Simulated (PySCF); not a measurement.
Removing an electron from bromine monofluoride

Bromine monofluoride, BrF.
Atom-mapped SMILES: `[F:1][Br:2]`

Geometry (PBE0-D3(BJ)/def2-TZVP, Å), atoms numbered from 1 in this order:
```
atom  x, y, z in Å
F1    -0.7944   -0.3533    0.0865
Br2    0.8119    0.3245   -0.0987
```

Level: wB97X-D/aug-cc-pVTZ (PySCF). Frontier orbitals with their largest atomic shares (Löwdin; up to four atoms above 4 %):

```tsv
orbital	ε (eV)	main atoms
HOMO−3	-15.25	F1 83 %, Br2 17 %
HOMO−2	-15.25	F1 83 %, Br2 17 %
HOMO−1	-10.80	?
HOMO	-10.80	?
LUMO	-1.52	Br2 74 %, F1 26 %
LUMO+1	1.95	Br2 96 %, F1 4 %
LUMO+2	2.54	Br2 97 %
```

Problem. What vertical ionisation energy does ΔSCF give, and how far is −ε(HOMO) from it?

Solution. ΔSCF: 11.85 eV (1143 kJ/mol; threshold wavelength 105 nm); ⟨S²⟩ of the doublet left behind is 0.753, against 0.75 for a pure doublet. −ε(HOMO) is 10.80 eV, 1.05 eV below it. In exact Kohn–Sham theory the two would be equal; wB97X-D (range-separated hybrid) falls short of its own ΔSCF value by 9 %.

Problem. On which atoms does the HOMO lie?

Solution. HOMO: Br2 82 %, F1 18 %; HOMO−1: Br2 82 %, F1 18 %. These 2 orbitals lie within 0.02 eV of one another; within a degenerate set any mixture serves as well, and the shares of a single orbital can change with the mixture. The HOMO−2 lies 4.45 eV lower.

Problem. And the vertical electron affinity, the fundamental gap, Mulliken's electronegativity and the hardness (with the factor ½)?

Solution. EA = 0.91 eV by ΔSCF (−ε(LUMO) = 1.52 eV). IE − EA = 10.94 eV against an orbital gap of 9.28 eV; (IE + EA)/2 = 6.38 eV; (IE − EA)/2 = 5.47 eV. Parr's electrophilicity index (IE + EA)²/[8(IE − EA)] is 1.86 eV.

Problem. Shift the occupied levels rigidly so that −ε(HOMO) equals the ΔSCF value. What binding energies result?

Solution. The shift is +1.05 eV: HOMO 11.85, HOMO−1 11.85, HOMO−2 16.30, HOMO−3 16.30 eV. A rigid shift is only a rough guide to the deeper ionisations.

Problem. What kinetic energy would electrons from this vertical process carry with 118.2 nm light (10.49 eV)?

Solution. The photon is 1.36 eV short of the vertical value.

Geometry: PBE0-D3(BJ)/def2-TZVP; no solvent, vibrations or thermal averaging. The calculation is non-relativistic, for bromine too.

These values come from a run that also computed excited states and ΔSCF ions. The run took 14 s wall on Arm Neoverse N1, one thread, shared host, and the process peaked at 0.41 GiB of memory.
